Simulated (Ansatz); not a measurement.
Ansatz (a quantum-chemistry and plane-wave program) input for C2H6ClFOSi, SMILES C[C@@H]([Si@@H](Cl)F)O, PBE0-D3(BJ)/def2-SVP. 

Ansatz 0.2 input:
```yaml
crystal:
  periodic: [false, false, false]
  atoms:
    - {symbol: C, position_ang: [-2.16012076, -0.39477610, -0.95294538]}
    - {symbol: C, position_ang: [-1.15299476, -0.78586881, 0.12573300]}
    - {symbol: O, position_ang: [-1.37178670, -0.06532338, 1.33060805]}
    - {symbol: Si, position_ang: [0.66589256, -0.39255296, -0.32302598]}
    - {symbol: F, position_ang: [1.58098418, -1.05321094, 0.82444804]}
    - {symbol: Cl, position_ang: [0.99747991, 1.56489099, -0.31452919]}
    - {symbol: H, position_ang: [-2.09948193, 0.67221081, -1.15453708]}
    - {symbol: H, position_ang: [-3.17557600, -0.62749181, -0.63131187]}
    - {symbol: H, position_ang: [-1.95469844, -0.93806403, -1.87115974]}
    - {symbol: H, position_ang: [-1.26135983, -1.86358774, 0.32473272]}
    - {symbol: H, position_ang: [-2.27109561, -0.21756133, 1.64111117]}
    - {symbol: H, position_ang: [1.10668639, -1.04755621, -1.54109789]}
basis:
  gaussian:
    orbitals: def2-SVP
hamiltonian:
  xc: pbe0
  dispersion: d3bj
relax: {f_tol: 0.002, max_steps: 200}
```

Log of the run:

```
WARN ansatz: RAYON_NUM_THREADS=1 ignored (pool sized by the plan → 1); use --threads N
Functional definition: PBE0
integrals: 0.08 GiB planned
1281 factors; integrals over basis functions are off by at most 3.9e-4 eV
mean field: 0.64 GiB planned
mean field evaluation 1: about -27306.0727 eV, gradient 5.5e1 eV
mean field evaluation 2: about -27303.2581 eV, gradient 6.9e1 eV
mean field evaluation 4: about -27312.2789 eV, gradient 2.4e0 eV
mean field evaluation 8: about -27312.3124 eV, gradient 1.4e-1 eV
mean field evaluation 16: about -27312.3125 eV, gradient 1.5e-5 eV
mean field -27312.31247663 eV, -1003.7089705659 hartree, gradient 1.5e-5 eV, S^2 0.000000; 0 other end points of the search recorded, 0 dependent functions left out
the calculation of the forces begins
reference -27312.31250222 eV, -1003.7089715063 hartree; 33, 33 occupied and 89, 89 virtual orbitals, 1281 factors
relax step   1: F+E_penalty+E_count = -27312.56832364 eV  Δ(F+E_penalty+E_count) = +0.000e0 eV  max|allowed force component| = 1.519e0 eV/Å  Δτ_max = 0.0000 Å  (27 SCF iters, accepted)
these checks for a lower state are left out or cut short: starts, cluster_reference, orbital_swaps, neighbouring_geometries, increment
integrals: 0.08 GiB planned
1281 factors; integrals over basis functions are off by at most 4.0e-4 eV
mean field: 0.64 GiB planned
mean field -27312.43104255 eV, -1003.7133277828 hartree, gradient 7.4e-6 eV, S^2 0.000000; 0 other end points of the search recorded, 0 dependent functions left out
the calculation of the forces begins
reference -27312.43106819 eV, -1003.7133287254 hartree; 33, 33 occupied and 89, 89 virtual orbitals, 1281 factors
relax step   2: F+E_penalty+E_count = -27312.68721634 eV  Δ(F+E_penalty+E_count) = -1.189e-1 eV  max|allowed force component| = 3.150e-1 eV/Å  Δτ_max = 0.0636 Å  (29 SCF iters, accepted)
these checks for a lower state are left out or cut short: starts, cluster_reference, orbital_swaps, neighbouring_geometries, increment
integrals: 0.08 GiB planned
1281 factors; integrals over basis functions are off by at most 4.1e-4 eV
mean field: 0.64 GiB planned
mean field -27312.43898769 eV, -1003.7136197617 hartree, gradient 6.9e-6 eV, S^2 0.000000; 0 other end points of the search recorded, 0 dependent functions left out
the calculation of the forces begins
reference -27312.43901332 eV, -1003.7136207035 hartree; 33, 33 occupied and 89, 89 virtual orbitals, 1281 factors
relax step   3: F+E_penalty+E_count = -27312.69577408 eV  Δ(F+E_penalty+E_count) = -8.558e-3 eV  max|allowed force component| = 9.381e-2 eV/Å  Δτ_max = 0.0307 Å  (29 SCF iters, accepted)
these checks for a lower state are left out or cut short: starts, cluster_reference, orbital_swaps, neighbouring_geometries, increment
integrals: 0.08 GiB planned
1281 factors; integrals over basis functions are off by at most 4.1e-4 eV
mean field: 0.64 GiB planned
mean field evaluation 32: about -27312.4202 eV, gradient 7.2e-3 eV
mean field -27312.44065991 eV, -1003.7136812146 hartree, gradient 7.0e-6 eV, S^2 0.000000; 0 other end points of the search recorded, 0 dependent functions left out
the calculation of the forces begins
reference -27312.44068554 eV, -1003.7136821563 hartree; 33, 33 occupied and 89, 89 virtual orbitals, 1281 factors
relax step   4: F+E_penalty+E_count = -27312.69802310 eV  Δ(F+E_penalty+E_count) = -2.249e-3 eV  max|allowed force component| = 4.312e-2 eV/Å  Δτ_max = 0.0370 Å  (29 SCF iters, accepted)
these checks for a lower state are left out or cut short: starts, cluster_reference, orbital_swaps, neighbouring_geometries, increment
integrals: 0.08 GiB planned
1281 factors; integrals over basis functions are off by at most 4.1e-4 eV
mean field: 0.64 GiB planned
mean field -27312.44170287 eV, -1003.7137195426 hartree, gradient 7.3e-6 eV, S^2 0.000000; 0 other end points of the search recorded, 0 dependent functions left out
the calculation of the forces begins
reference -27312.44172852 eV, -1003.7137204851 hartree; 33, 33 occupied and 89, 89 virtual orbitals, 1281 factors
relax step   5: F+E_penalty+E_count = -27312.69888557 eV  Δ(F+E_penalty+E_count) = -8.625e-4 eV  max|allowed force component| = 9.426e-2 eV/Å  Δτ_max = 0.0533 Å  (28 SCF iters, accepted)
these checks for a lower state are left out or cut short: starts, cluster_reference, orbital_swaps, neighbouring_geometries, increment
integrals: 0.08 GiB planned
1281 factors; integrals over basis functions are off by at most 4.1e-4 eV
mean field: 0.64 GiB planned
mean field -27312.44225667 eV, -1003.7137398943 hartree, gradient 7.1e-6 eV, S^2 0.000000; 0 other end points of the search recorded, 0 dependent functions left out
the calculation of the forces begins
reference -27312.44228233 eV, -1003.7137408372 hartree; 33, 33 occupied and 89, 89 virtual orbitals, 1281 factors
relax step   6: F+E_penalty+E_count = -27312.69961507 eV  Δ(F+E_penalty+E_count) = -7.295e-4 eV  max|allowed force component| = 3.682e-2 eV/Å  Δτ_max = 0.0239 Å  (28 SCF iters, accepted)
these checks for a lower state are left out or cut short: starts, cluster_reference, orbital_swaps, neighbouring_geometries, increment
integrals: 0.08 GiB planned
1281 factors; integrals over basis functions are off by at most 4.1e-4 eV
mean field: 0.64 GiB planned
mean field -27312.44247819 eV, -1003.7137480349 hartree, gradient 7.0e-6 eV, S^2 0.000000; 0 other end points of the search recorded, 0 dependent functions left out
the calculation of the forces begins
reference -27312.44250387 eV, -1003.7137489786 hartree; 33, 33 occupied and 89, 89 virtual orbitals, 1281 factors
relax step   7: F+E_penalty+E_count = -27312.69989450 eV  Δ(F+E_penalty+E_count) = -2.794e-4 eV  max|allowed force component| = 2.554e-2 eV/Å  Δτ_max = 0.0153 Å  (29 SCF iters, accepted)
these checks for a lower state are left out or cut short: starts, cluster_reference, orbital_swaps, neighbouring_geometries, increment
integrals: 0.08 GiB planned
1281 factors; integrals over basis functions are off by at most 4.1e-4 eV
mean field: 0.64 GiB planned
mean field evaluation 64: about -27312.4425 eV, gradient 7.1e-6 eV
mean field -27312.44249776 eV, -1003.7137487543 hartree, gradient 7.0e-6 eV, S^2 0.000000; 0 other end points of the search recorded, 0 dependent functions left out
the calculation of the forces begins
reference -27312.44252346 eV, -1003.7137496988 hartree; 33, 33 occupied and 89, 89 virtual orbitals, 1281 factors
relax step   8: F+E_penalty+E_count = -27312.70007498 eV  Δ(F+E_penalty+E_count) = -1.805e-4 eV  max|allowed force component| = 1.988e-2 eV/Å  Δτ_max = 0.0273 Å  (28 SCF iters, accepted)
these checks for a lower state are left out or cut short: starts, cluster_reference, orbital_swaps, neighbouring_geometries, increment
integrals: 0.08 GiB planned
1281 factors; integrals over basis functions are off by at most 4.1e-4 eV
mean field: 0.64 GiB planned
mean field -27312.44254195 eV, -1003.7137503780 hartree, gradient 1.9e-5 eV, S^2 0.000000; 0 other end points of the search recorded, 0 dependent functions left out
the calculation of the forces begins
reference -27312.44256765 eV, -1003.7137513227 hartree; 33, 33 occupied and 89, 89 virtual orbitals, 1281 factors
relax step   9: F+E_penalty+E_count = -27312.70010485 eV  Δ(F+E_penalty+E_count) = -2.987e-5 eV  max|allowed force component| = 7.172e-3 eV/Å  Δτ_max = 0.0086 Å  (22 SCF iters, accepted)
these checks for a lower state are left out or cut short: starts, cluster_reference, orbital_swaps, neighbouring_geometries, increment
integrals: 0.08 GiB planned
1281 factors; integrals over basis functions are off by at most 4.1e-4 eV
mean field: 0.64 GiB planned
mean field -27312.44253442 eV, -1003.7137501015 hartree, gradient 2.0e-5 eV, S^2 0.000000; 0 other end points of the search recorded, 0 dependent functions left out
the calculation of the forces begins
reference -27312.44256013 eV, -1003.7137510462 hartree; 33, 33 occupied and 89, 89 virtual orbitals, 1281 factors
relax step  10: F+E_penalty+E_count = -27312.70011032 eV  Δ(F+E_penalty+E_count) = -5.466e-6 eV  max|allowed force component| = 2.509e-3 eV/Å  Δτ_max = 0.0011 Å  (20 SCF iters, accepted)
these checks for a lower state are left out or cut short: starts, cluster_reference, orbital_swaps, neighbouring_geometries, increment
integrals: 0.08 GiB planned
1281 factors; integrals over basis functions are off by at most 4.1e-4 eV
mean field: 0.64 GiB planned
mean field -27312.44253050 eV, -1003.7137499575 hartree, gradient 2.4e-5 eV, S^2 0.000000; 0 other end points of the search recorded, 0 dependent functions left out
the calculation of the forces begins
reference -27312.44255621 eV, -1003.7137509021 hartree; 33, 33 occupied and 89, 89 virtual orbitals, 1281 factors
relax step  11: F+E_penalty+E_count = -27312.70011095 eV  Δ(F+E_penalty+E_count) = -6.310e-7 eV  max|allowed force component| = 8.966e-4 eV/Å  Δτ_max = 0.0006 Å  (19 SCF iters, accepted)
integrals: 0.08 GiB planned
1281 factors; integrals over basis functions are off by at most 4.1e-4 eV
mean field: 0.64 GiB planned
mean field evaluation 96: about -27312.4425 eV, gradient 2.3e-5 eV
mean field -27312.44253050 eV, -1003.7137499575 hartree, gradient 2.4e-5 eV, S^2 0.000000; 1 other end points of the search recorded, 0 dependent functions left out
the calculation of the forces begins
reference -27312.44255621 eV, -1003.7137509021 hartree; 33, 33 occupied and 89, 89 virtual orbitals, 1281 factors
Total energy: -27312.70013666 eV, -1003.7232168090 hartree
Atom 0 at    -2.110449    -0.347328    -0.937505 Å, force     0.000048    -0.000324     0.000181 eV/Å
Atom 1 at    -1.160734    -0.786786     0.167271 Å, force    -0.000590     0.000614     0.000626 eV/Å
Atom 2 at    -1.403036    -0.128817     1.388050 Å, force     0.000045    -0.000897    -0.000870 eV/Å
Atom 3 at     0.634376    -0.446403    -0.284562 Å, force     0.000418    -0.000219    -0.000223 eV/Å
Atom 4 at     1.612212    -0.961242     0.896685 Å, force    -0.000151     0.000189    -0.000248 eV/Å
Atom 5 at     0.921397     1.573099    -0.523020 Å, force     0.000137     0.000149     0.000106 eV/Å
Atom 6 at    -2.037970     0.739083    -1.097625 Å, force     0.000027     0.000118     0.000013 eV/Å
Atom 7 at    -3.154011    -0.584291    -0.669438 Å, force    -0.000016     0.000030    -0.000107 eV/Å
Atom 8 at    -1.894421    -0.857086    -1.890057 Å, force     0.000037     0.000080     0.000052 eV/Å
Atom 9 at    -1.229998    -1.891757     0.282171 Å, force     0.000189    -0.000055     0.000159 eV/Å
Atom 10 at    -2.308539    -0.315875     1.659702 Å, force    -0.000241     0.000365     0.000300 eV/Å
Atom 11 at     1.035100    -1.141490    -1.533644 Å, force     0.000097    -0.000049     0.000011 eV/Å
Dipole moment:    -0.603988    -0.333791    -0.254105 e Å
```

Self-consistency was reached.
